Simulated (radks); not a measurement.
Results of a calculation; reference values are marked as such.
Q: All-electron atom: the nickel ion Ni4+ in [Ar] 3d6 (the NIST ground configuration). Code: a radial shooting solver on a logarithmic mesh with Libxc functionals. Model: scalar-relativistic Kohn-Sham, SCAN, spin-unpolarised, spherical densities, finite nucleus; meta-GGA in the generalised Kohn-Sham scheme; Fermi nuclear charge, rms radius 3.7757 fm. Some entries of the table are withheld. Estimate them.

orbital,occ.,eigenvalue (eV),<r^2> (bohr^2)
1s,2,(1),0.003938
2s,2,-1057.695,0.07054
2p,6,-917.2347,(2)
3s,2,-177.1663,0.6085
3p,6,(3),(4)
3d,6,-68.5171,0.8716

A: 
(1) 1s eigenvalue (eV): -8303.399
(2) 2p <r^2> (bohr^2): 0.05684
(3) 3p eigenvalue (eV): -135.3422
(4) 3p <r^2> (bohr^2): 0.6703
